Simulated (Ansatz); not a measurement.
Basis-set series for C₂H₉InN₂O, SMILES `C[N](C)[In]([NH2])[OH]`. Charge 0, multiplicity 1. In takes the def2 core potential. The geometry is a stationary point of PBE0-D4/def2-TZVP. It is one conformer, not always the lowest.

```json
{"functional": "PBE0-D4", "basis": "def2-SVP", "functions": "141", "energy (Eh)": "-455.98574", "HOMO (eV)": "-5.87", "LUMO (eV)": "-0.73"}
{"functional": "PBE0-D4", "basis": "def2-TZVPP", "functions": "331", "energy (Eh)": "-456.31725", "HOMO (eV)": "-6.02", "LUMO (eV)": "-1.02"}
{"functional": "ωB97M-V", "basis": "def2-SVP", "functions": "141", "energy (Eh)": "-456.10624", "HOMO (eV)": "-8.15", "LUMO (eV)": "1.13"}
{"functional": "ωB97M-V", "basis": "def2-TZVPP", "functions": "331", "energy (Eh)": "-456.45050", "HOMO (eV)": "-8.32", "LUMO (eV)": "0.69"}
```

Problem. Give the rows for def2-QZVPP. (An estimate is asked.)

Solution. Computed: 
```json
{"functional": "PBE0-D4", "basis": "def2-QZVPP", "functions": "637", "energy (Eh)": "-456.33578", "HOMO (eV)": "-6.06", "LUMO (eV)": "-1.16"}
{"functional": "ωB97M-V", "basis": "def2-QZVPP", "functions": "637", "energy (Eh)": "-456.46846", "HOMO (eV)": "-8.37", "LUMO (eV)": "0.36"}
```

Positive LUMOs are unbound and depend on the basis.
